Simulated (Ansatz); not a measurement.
Ansatz (a quantum-chemistry and plane-wave program) input:

Ansatz 0.2 input:
```yaml
crystal:
  periodic: [false, false, false]
  atoms:
    - {symbol: O, position_ang: [-0.00000000, -0.00000000, -0.51622979]}
    - {symbol: O, position_ang: [0.00000000, 0.00000000, 0.51622979]}
basis:
  gaussian:
    orbitals: def2-TZVP
hamiltonian:
  xc: b3lyp
  dispersion: d3bj
total_charge: 2
phonons: {temperatures: {t_min: 298.15, t_max: 298.15, t_step: 100}}
```

Task: Which total energy does the run end on?

Result: -149.02505 Eh (B3LYP-D3(BJ)/def2-TZVP). The basis has 62 functions.
